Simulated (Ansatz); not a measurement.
```yaml
crystal:
  periodic: [false, false, false]
  atoms:
    - {symbol: C, position_ang: [0.464712, -1.586032, -1.177373]}
    - {symbol: B, position_ang: [0.004870, -0.666651, 0.511940]}
    - {symbol: C, position_ang: [-0.490820, 1.246048, 0.428681]}
    - {symbol: O, position_ang: [-1.430029, 1.944413, 1.534020]}
    - {symbol: Cl, position_ang: [1.967639, 0.152440, 1.705365]}
    - {symbol: Cl, position_ang: [0.187671, 2.566055, -1.114256]}
    - {symbol: H, position_ang: [1.296256, -0.861607, -1.984967]}
    - {symbol: H, position_ang: [-0.664262, -1.883432, -1.893011]}
    - {symbol: H, position_ang: [1.086508, -2.772141, -0.907273]}
    - {symbol: H, position_ang: [-0.885664, -1.362512, 1.502139]}
    - {symbol: H, position_ang: [-1.455258, 3.152294, 1.420486]}
basis:
  gaussian: {orbitals: def2-mTZVP, final_grid: {core_spheres: 20, valence_spheres: 16, degree: 47}}
magnetization: {spin_polarized: false, initial_magnetization: 2}
hamiltonian: {xc: {name: PBEsol}}
scf: {lower_state_search: off}
output: {forces: true}
```

```sh
$ ansatz run in.yaml --threads 4 --pin off --events-out ev --progress --plain --max-ram 10444MiB
```

It prints (some lines left out):

```
Functional definition: PBEsol
1372 factors; their error is unknown
mean field evaluation 1: about -29831.7408 eV, gradient 6.5e1 eV
mean field evaluation 2: about -29746.2047 eV, gradient 1.6e2 eV
mean field evaluation 4: about -29838.0410 eV, gradient 3.3e1 eV
mean field evaluation 8: about -29838.0428 eV, gradient 3.3e1 eV
mean field evaluation 16: about -29842.1478 eV, gradient 2.8e-1 eV
mean field -29842.15420696 eV, -1096.6789393673 hartree, gradient 2.6e-6 eV, S^2 2.000000; 0 other end points of the search recorded, 0 dependent functions left out
reference -29842.15425464 eV, -1096.6789411193 hartree; 33, 31 occupied and 107, 109 virtual orbitals, 1372 factors
Total energy: -29842.15425464 eV, -1096.6789411193 hartree
Atom 0 at     0.464712    -1.586032    -1.177373 Å, force     0.483403    -0.852204    -0.818267 eV/Å
Atom 1 at     0.004870    -0.666651     0.511940 Å, force    -0.762817     1.327372    -0.924704 eV/Å
Atom 2 at    -0.490820     1.246048     0.428681 Å, force    -1.375709     0.756473     1.441408 eV/Å
Atom 3 at    -1.430029     1.944413     1.534020 Å, force     2.417509     2.539875    -3.620059 eV/Å
Atom 4 at     1.967639     0.152440     1.705365 Å, force    -1.036455    -0.897519    -0.701814 eV/Å
Atom 5 at     0.187671     2.566055    -1.114256 Å, force    -1.035471    -1.891200     2.202957 eV/Å
Atom 6 at     1.296256    -0.861607    -1.984967 Å, force    -2.592826    -2.085158     2.655277 eV/Å
Atom 7 at    -0.664262    -1.883432    -1.893011 Å, force     3.331283     1.030695     2.373752 eV/Å
Atom 8 at     1.086508    -2.772141    -0.907273 Å, force    -1.916638     3.679507    -0.729233 eV/Å
Atom 9 at    -0.885664    -1.362512     1.502139 Å, force     1.955947     1.493552    -1.942623 eV/Å
Atom 10 at    -1.455258     3.152294     1.420486 Å, force     0.531774    -5.101394     0.063305 eV/Å
Dipole moment:    -0.155929    -0.098328    -0.084095 e Å
Checks for a lower state left out: stability, starts, cluster_reference, orbital_swaps, neighbouring_geometries, increment
```

It took 4.4 s on 4 threads of an AMD EPYC 7B13 on a shared host, with 0.6 GiB of host memory at the peak.
